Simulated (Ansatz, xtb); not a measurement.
Spectroscopic constants of TaSe, multiplicity 4 (lowest of 2S+1 = 2, 4, 6, 8 at CCSD(T)/def2-TZVPP on PBE0 minima; our sources give no spin for the ground state, which may be another). No spin–orbit coupling. Se is treated without relativity.

The constants come from a fifth-degree fit in 1/R (seven points, main isotopes). In def2 and cc sets the state is the lowest found near the PBE0 minimum, followed along R.

The values were computed with Ansatz (Gaussian basis) for Hartree–Fock, density functionals and correlated methods; xtb for the GFN methods. Values without a source in brackets are computed. In def2 rows elements past Kr take small-core potentials, without spin–orbit coupling. The GFN methods have no spin term and hold the electronic entropy of 300 K.

| level | r_e (Å) | ω_e (cm⁻¹) | B_e (cm⁻¹) | ω_e x_e (cm⁻¹) | dipole (D) |
|---|---|---|---|---|---|
| GFN1-xTB | 2.304 | 362 | 0.0573 | 1.1 | - |
| SVWN5/def2-TZVPP | 2.259 | 346 | 0.0596 | 0.60 | 3.77 |
| PBE/def2-TZVPP | 2.286 | 332 | 0.0582 | 0.61 | 4.04 |
| r2SCAN/def2-TZVPP | 2.280 | 338 | 0.0585 | 0.62 | 4.79 |
| B97M-V/def2-TZVPP | 2.290 | 333 | 0.0580 | 0.61 | 4.48 |
| B3LYP/def2-TZVPP | 2.288 | 337 | 0.0581 | 0.57 | 4.60 |
| PBE0/def2-TZVPP | 2.270 | 347 | 0.0590 | 0.58 | 4.79 |
| BHLYP/def2-TZVPP | 2.276 | 350 | 0.0587 | 0.54 | 5.51 |
| CAM-B3LYP/def2-TZVPP | 2.271 | 352 | 0.0590 | 0.54 | 5.15 |
| wB97X-V/def2-TZVPP | 2.262 | 360 | 0.0594 | 0.51 | 5.54 |
| wB97M-V/def2-TZVPP | 2.267 | 355 | 0.0592 | 0.53 | 5.44 |
| B2PLYP/def2-TZVPP | 2.284 | 340 | 0.0583 | 0.57 | - |
| CCSD/def2-TZVPP | 2.275 | 354 | 0.0588 | 0.57 | - |
| CCSD(T)/def2-TZVPP | 2.284 | 346 | 0.0583 | 0.56 | - |

Correlated levels freeze the inner cores; with def2 sets outer-core shells near the valence are correlated too.

Doubts at one or more of the structures used: a spin-contaminated determinant (B97M-V/def2-TZVPP, CCSD/def2-TZVPP, CCSD(T)/def2-TZVPP).

Ansatz is an electronic-structure program.
